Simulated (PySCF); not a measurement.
# Oscillator strengths, rates and cross-sections

Species: 4-(trifluoromethyl)pyridine, C6H4F3N.
InChI=1S/C6H4F3N/c7-6(8,9)5-1-3-10-4-2-5/h1-4H

Level of theory: PySCF, TDDFT wB97X-D/def2-SVPD, vertical, gas phase, core orbitals frozen in the response. Geometry: PBE0-D3(BJ)/def2-SVP; no solvent, vibrations or thermal averaging. Torsions of this conformer, `[F:1][C:2]([F:3])([F:4])[c:5]1[cH:6][cH:7][n:8][cH:9][cH:10]1`: F1–C2–C5–C6 84°.

Computed singlets with f of 0.002 or more:

| state | λ (nm) | f |
| --- | --- | --- |
| S1 | 257.4 | 0.0039 |
| S3 | 225.7 | 0.059 |
| S4 | 192.3 | 0.0064 |
| S5 | 167.7 | 0.652 |
| S6 | 165.3 | 0.412 |
| S8 | 154.1 | 0.019 |
| S10 | 147.2 | 0.010 |

Task: Turn these into Einstein A coefficients, radiative lifetimes, transition dipoles and integrated cross-sections.

Result: For one non-degenerate pair of states in vacuum, A = 0.6670 f ν̃² s⁻¹ with ν̃ in cm⁻¹, τ = 1/A, |μ|² = 3f / (2ΔE) in atomic units, and the integrated cross-section is ∫σ dE = 109.76 f Mb·eV.

```csv
state,A (s⁻¹),τ,|μ| (D),∫σ dE (Mb·eV)
S1,3.9×10⁶,260 ns,0.46,0.42
S3,7.8×10⁷,13 ns,1.69,6.5
S4,1.2×10⁷,86 ns,0.51,0.7
S5,1.5×10⁹,650 ps,4.82,72
S6,1.0×10⁹,990 ps,3.81,45
S8,5.2×10⁷,19 ns,0.78,2
S10,3.2×10⁷,31 ns,0.57,1.1
```

Only emission to the ground state at the vertical energy is counted.

Task: What is the integrated cross-section of all computed states together?

Result: Σf = 1.164 over S1 to S10, so 109.76 × Σf ≈ 128 Mb·eV.

Task: Which computed singlets stay under f = 0.002?

Result: S2 (5.34 eV, f 0.0000), S7 (7.79 eV, f 0.0002) and S9 (8.10 eV, f 0.0002).

Task: Suppose S1 emitted 0.3 eV lower with the same transition dipole. How would A change?

Result: At fixed |μ|, A goes as the cube of the energy: (4.52/4.82)³ = 0.82, which makes τ about 310 ns.

All these states lie below the vertical ionisation energy of 10.03 eV (ΔSCF).
